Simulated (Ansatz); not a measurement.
CuAu2, relaxed as a doublet with UKS PBE0-D4/def2-TZVP in Ansatz, starting from the GFN1-xTB geometry. Force threshold 0.02 eV/Å.

In the def2 sets Au takes a core potential; there is no spin–orbit coupling. Another isomer (doublet) lies 0.40 eV lower at PBE0-D4/def2-TZVP; other spin states weren't run for this one.

Start:

Cartesian coordinates in Å:
```
Au -0.032 0.433 0.665
Au 0.816 -1.980 0.605
Cu -0.784 1.547 -1.270
```

| step | energy (eV) | largest force component (eV/Å) | SCF passes |
| --- | --- | --- | --- |
| 1 | -52021.7748 | 0.547 | 24 |
| 2 | -52021.8006 | 0.140 | 33 |
| 3 | -52021.8020 | 0.025 | 34 |
| 4 | -52021.8025 | 0.021 | 34 |
| 5 | -52021.8026 | 0.002 | 33 |

Force components are those of the run's own axes.

End:

```xyz
3

Au   -0.025    0.403    0.647
Au    0.843   -2.031    0.654
Cu   -0.818    1.627   -1.301
```

By distances, no bond broke or formed. The bond that changes most is Au1–Cu3, from 2.36 to 2.43 Å (atoms count from 1).

No frequencies were taken in this run, so the end may be a saddle point.

Hardware: 4 threads of Arm Neoverse V2 on a shared host. Wall time 14 s.
